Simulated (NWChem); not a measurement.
The numbers come from NWChem runs, not from measurements. System: CAuClO, charge 0, spin multiplicity 1, at a geometry optimised with PBE/def2-SVP with def2 effective core potentials on Au. The structure started from a generated list of species. Level: CCSD(T)/def2-SVP with def2 effective core potentials on Au, 11 core orbitals frozen.

Input file:

```
start mol
memory heap 100 mb stack 700 mb global 1900 mb
geometry units angstroms nocenter noautoz
  Au     0.000000     0.000000    -0.024670
  Cl     0.000000     0.000000     2.235564
  O      0.000000     0.000000    -3.068191
  C      0.000000     0.000000    -1.918359
  symmetry group C2v
end
basis spherical
  * library def2-svp
end
ecp
  Au library def2-ecp
end
scf
  rhf
  nopen 0
  maxiter 100
  thresh 1e-7
  semidirect memsize 60000000 filesize 0
end
ccsd
  freeze core 11
  maxiter 60
end
task ccsd(t) energy
```

NWChem printed:

```
             Northwest Computational Chemistry Package (NWChem) 7.3.0
             --------------------------------------------------------

                                NWChem Input Module
                                -------------------

 Scaling coordinates for geometry "geometry" by  1.889725989
 (inverse scale =  0.529177249)

 Turning off AUTOSYM since
 SYMMETRY directive was detected!

                             Geometry "geometry" -> ""
                             -------------------------

 Output coordinates in angstroms (scale by  1.889725989 to convert to a.u.)

  No.       Tag          Charge          X              Y              Z
 ---- ---------------- ---------- -------------- -------------- --------------
    1 Au                  79.0000     0.00000000     0.00000000    -0.02467000
    2 Cl                  17.0000     0.00000000     0.00000000     2.23556400
    3 O                    8.0000     0.00000000     0.00000000    -3.06819100
    4 C                    6.0000     0.00000000     0.00000000    -1.91835900

 Effective nuclear repulsion energy (a.u.)     605.4254066287

            Nuclear Dipole moment (a.u.)
            ----------------------------
        X                 Y               Z
 ---------------- ---------------- ----------------
     0.0000000000     0.0000000000    -0.0000453534

      Symmetry information
      --------------------

 Group name             C2v
 Group number             16
 Group order               4
 No. of unique centers     4

      Symmetry unique atoms

     1    2    3    4


 Summary of "ao basis" -> "" (spherical)
 ------------------------------------------------------------------------------
       Tag                 Description            Shells   Functions and Types
 ---------------- ------------------------------  ------  ---------------------
 *                          def2-svp                  on all atoms

 Summary of "ao basis" -> "ao basis" (spherical)
 ------------------------------------------------------------------------------
       Tag                 Description            Shells   Functions and Types
[...]
 ccsd(t): done       23 out of       53 progress:   43.4%
 ccsd(t): done       24 out of       53 progress:   45.3%
 ccsd(t): done       25 out of       53 progress:   47.2%
 ccsd(t): done       26 out of       53 progress:   49.1%
 ccsd(t): done       27 out of       53 progress:   50.9%
 ccsd(t): done       28 out of       53 progress:   52.8%
 ccsd(t): done       29 out of       53 progress:   54.7%
 ccsd(t): done       30 out of       53 progress:   56.6%
 ccsd(t): done       31 out of       53 progress:   58.5%
 ccsd(t): done       32 out of       53 progress:   60.4%
 ccsd(t): done       33 out of       53 progress:   62.3%
 ccsd(t): done       34 out of       53 progress:   64.2%
 ccsd(t): done       35 out of       53 progress:   66.0%
 ccsd(t): done       36 out of       53 progress:   67.9%
 ccsd(t): done       37 out of       53 progress:   69.8%
 ccsd(t): done       38 out of       53 progress:   71.7%
 ccsd(t): done       39 out of       53 progress:   73.6%
 ccsd(t): done       40 out of       53 progress:   75.5%
 ccsd(t): done       41 out of       53 progress:   77.4%
 ccsd(t): done       42 out of       53 progress:   79.2%
 ccsd(t): done       43 out of       53 progress:   81.1%
 ccsd(t): done       44 out of       53 progress:   83.0%
 ccsd(t): done       45 out of       53 progress:   84.9%
 ccsd(t): done       46 out of       53 progress:   86.8%
 ccsd(t): done       47 out of       53 progress:   88.7%
 ccsd(t): done       48 out of       53 progress:   90.6%
 ccsd(t): done       49 out of       53 progress:   92.5%
 ccsd(t): done       50 out of       53 progress:   94.3%
 ccsd(t): done       51 out of       53 progress:   96.2%
 ccsd(t): done       52 out of       53 progress:   98.1%
 ccsd(t): done       53 out of       53 progress:  100.0%
 Time for integral evaluation pass     1        2.49
 Time for triples evaluation pass      1        6.41

 pseudo-e(mp4)  -0.28008828889248E-01
 pseudo-e(mp5)   0.36150411052397E-02
        e(t)    -0.24393787784008E-01

 --------------
 CCSD(T) Energy
 --------------
 Reference energy:                    -706.838627715878374

 CCSD corr. energy:                     -0.716328990995167
 T(CCSD) corr. energy:                  -0.028008828889248
 Total CCSD+T(CCSD) energy:           -707.582965535762810

 CCSD corr. energy:                     -0.716328990995167
 (T) corr. energy:                      -0.024393787784008
 Total CCSD(T) energy:                -707.579350494657547

 routine      calls  cpu(0)   cpu-min  cpu-ave  cpu-max   i/o
 aoccsd          1     0.01     0.01     0.01     0.01    0.00
 iterdrv         1     0.02     0.02     0.02     0.02    0.00
 pampt          15     0.11     0.11     0.11     0.11    0.00
 t2pm           15     0.21     0.21     0.21     0.21    0.00
 sxy            15     0.37     0.37     0.37     0.37    0.00
 ints      3789060    30.54    30.54    30.54    30.54    0.00
 t2eri        7920     8.86     8.86     8.86     8.86    0.00
 idx2         7920     1.19     1.19     1.19     1.19    0.00
 idx34          15     0.17     0.17     0.17     0.17    0.00
 ht2pm          15     0.29     0.29     0.29     0.29    0.00
 itm            15     1.66     1.66     1.66     1.66    0.00
 pdiis          15     0.04     0.04     0.04     0.04    0.00
 triples         1     0.00     0.00     0.00     0.00    0.00
 rdtrpo          1     0.01     0.01     0.01     0.01    0.00
 trpmos          1     2.49     2.49     2.49     2.49    0.00
 trpdrv          1     0.77     0.77     0.77     0.77    0.00
 dovvv      155820     2.76     2.76     2.76     2.76    0.00
 doooo      155820     0.89     0.89     0.89     0.89    0.00
 tengy      145432     1.93     1.93     1.93     1.93    0.00
 Total                52.32    52.32    52.32    52.32    0.00

 Task  times  cpu:       54.9s     wall:       54.9s

 Total times  cpu:       54.9s     wall:       54.9s
```
